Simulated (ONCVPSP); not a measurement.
**Sc (Z = 21): one change to an ONCV potential, before and after**

* Element: scandium (Sc)
* Generator: ONCVPSP 4.0.1
* Type: optimised norm-conserving Vanderbilt (ONCV)
* Functional: LDA (Perdew-Wang 92)
* Relativity: scalar-relativistic
* Frozen core: [Ar]
* Valence charge: 3
* Reference configuration: 3d1 4s2
* Partial waves: 4s: rc 2.70 bohr, ncon 4, nbas 7, qcut 2.5 1/bohr, 2 projectors, debl 3.1 Ha; p scattering state at 0.15 Ha: rc 2.25 bohr, ncon 4, nbas 7, qcut 3.2 1/bohr, 2 projectors, debl 2.5 Ha; 3d: rc 2.35 bohr, ncon 4, nbas 8, qcut 7.6 1/bohr, 2 projectors, debl 2.9 Ha
* Local potential: polynomial inside 1.75 bohr (lpopt 5, dvloc0 0 Ha)
* Core correction: Teter function, fcfact 1.75, rcfact 1.45

All-electron outer shells of the reference configuration (LDA (PZ), scalar-relativistic, ld1.x):

| shell | level (eV) | outermost node (bohr) | outermost maximum (bohr) |
| --- | --- | --- | --- |
| 3p | -33.56 | 0.39 | 0.97 |
| 4s | -4.30 | 1.33 | 3.06 |
| 3d | -3.42 | – | 1.10 |

Change: d: rc 3.2.

Cutoffs: the cutoffs (Ha) at which the residual kinetic energy of the hardest occupied pseudo-wave falls to 1 and 0.1 mHa per electron; they do not see the model core or the augmentation charge, which bear on the density cutoff. Errors are all-electron minus pseudo energies relative to the spin-unpolarised reference configuration.

What does the change do?

The potential gets softer (19 Ha and 22 Ha → 15 Ha and 17 Ha); both files keep a bound ghost (p); of the 4 tests that both files solve, the error grows in 1 and shrinks in 2 by more than 15 % and 0.3 meV (median size 1.1 → 1.7 meV). A larger radius leaves more room for a smooth pseudo-wave, so fewer plane waves are needed.

```csv
quantity,base,changed
"cutoff, loose",19 Ha,15 Ha
"cutoff, tight",22 Ha,17 Ha
loose cutoff by channel,"s 2.4 Ha, d 19 Ha","s 2.4 Ha, d 15 Ha"
bound ghosts,p,p
GHOST(+) flags under 300 eV,s at 46.8 eV,s at 46.8 eV
"error for 3d1 4s1, meV [ΔE 7.06 eV]",+1.0,+0.4
"error for 3d1 4s0, meV [ΔE 20.02 eV]",+1.1,-6.4
"error for 3d1 4s1.5, meV [ΔE 2.82 eV]",+0.1,+0.1
"error for 3d1 4s0 4p2, meV [ΔE 5.82 eV]",+4.7,+2.9
s: phases at 2.74 bohr within 0.05 rad from the reference energy up to (Ha; the scan ends near 5),1.3,1.3
p: phases at 2.29 bohr within 0.05 rad from the reference energy up to (Ha; the scan ends near 5),4.4,4.4
"rms error of d²Exc/dni dnj with the model core, mHa",25.62,24.01
```

 A true bound ghost makes a file unfit for plane-wave use even where its test errors are small: the radial tests pick states by their node count and pass the ghost by.
